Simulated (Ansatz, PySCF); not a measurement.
NbCl₄, SMILES [Cl][Nb]([Cl])([Cl])[Cl] (connectivity only; charge and spin as stated), neutral, multiplicity 2. Atoms are numbered in the order given.

```xyz
5

Nb     0.0000     0.0000     0.0000
Cl     1.3889    -1.3889     1.1508
Cl    -1.3889     1.3889     1.1508
Cl     1.3889     1.3889    -1.1508
Cl    -1.3889    -1.3889    -1.1508
```
Charge 0, spin multiplicity 2.

Geometry optimised at PBE0-D3(BJ)/def2-SVP. The spin state was assumed, not searched. The isomer is the one that the SMILES or the coordinates give; other isomers of the formula were not compared. The def2 effective core potentials stand for the cores of Nb; spin–orbit coupling is left out.

Two levels are set side by side: PBE-D3(BJ)/def2-SVP (Ansatz, a quantum-chemistry and plane-wave program) and PBE0-D3(BJ)/def2-SVP (Ansatz). Each level has its own optimised geometry; the coordinates shown are those of the second. Frequencies come from the Hessian of PySCF at each geometry. Differences are taken from unrounded values.

```json
[
 {"quantity": "mean bond length (Å)", "PBE0-D3(BJ)": "2.277"},
 {"quantity": "bond Nb1–Cl2 (Å)", "PBE0-D3(BJ)": "2.277"},
 {"quantity": "bond Nb1–Cl3 (Å)", "PBE0-D3(BJ)": "2.277"},
 {"quantity": "bond Nb1–Cl4 (Å)", "PBE0-D3(BJ)": "2.277"},
 {"quantity": "bond Nb1–Cl5 (Å)", "PBE0-D3(BJ)": "2.277"},
 {"quantity": "highest harmonic wavenumber (cm⁻¹)", "PBE0-D3(BJ)": "441"},
 {"quantity": "mean harmonic wavenumber (cm⁻¹)", "PBE0-D3(BJ)": "240"},
 {"quantity": "zero-point energy (kcal/mol)", "PBE0-D3(BJ)": "3.09"}
]
```

### Question
What does PBE-D3(BJ) give, and how far is it from PBE0-D3(BJ)? (Estimate from the structure and the level; the computed values follow.)

### Answer

| quantity | PBE-D3(BJ) | PBE-D3(BJ) minus PBE0-D3(BJ) |
|---|---|---|
| mean bond length (Å) | 2.290 | 0.014 |
| bond Nb1–Cl2 (Å) | 2.290 | 0.014 |
| bond Nb1–Cl3 (Å) | 2.290 | 0.014 |
| bond Nb1–Cl4 (Å) | 2.290 | 0.014 |
| bond Nb1–Cl5 (Å) | 2.290 | 0.014 |
| highest harmonic wavenumber (cm⁻¹) | 426 | -15 |
| mean harmonic wavenumber (cm⁻¹) | 233 | -7 |
| zero-point energy (kcal/mol) | 3.00 | -0.09 |

GGA bonds tend to be longer and softer than those of functionals with exact exchange. Differences between two approximate levels are no errors against the true value.
